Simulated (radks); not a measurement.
Results of a calculation; reference values are marked as such.
Problem. Coherent X-ray form factor from a spherical all-electron density. Code: a radial shooting solver on a logarithmic mesh with Libxc functionals. Model: non-relativistic Kohn-Sham, LB94 model potential, spin-polarised, spherical densities, point nucleus.

sin(theta)/lambda (1/angstrom)  f0 (electrons)
0.05                                    67.577
0.1                                     66.347
0.15                                    64.416
0.2                                     61.941
0.25                                    59.098
0.3                                     56.061
0.4                                     49.955
0.5                                     44.356
0.6                                     39.480
0.8                                     31.604
1                                       25.646
1.25                                    20.451
1.5                                     17.208
2                                       13.500

The species is in the configuration that NIST lists as its ground one. Which atom or ion scatters so?

Solution. The rhenium ion Re7+, [Xe] 4f14. Extrapolating in s^2 from the first two rows gives f0(0) = 68.0, near the electron count 68; among species with that count, the fall with angle is slower the higher Z, and the table is that of Z = 75; from so few rows the species is fixed only to a neighbour or two.
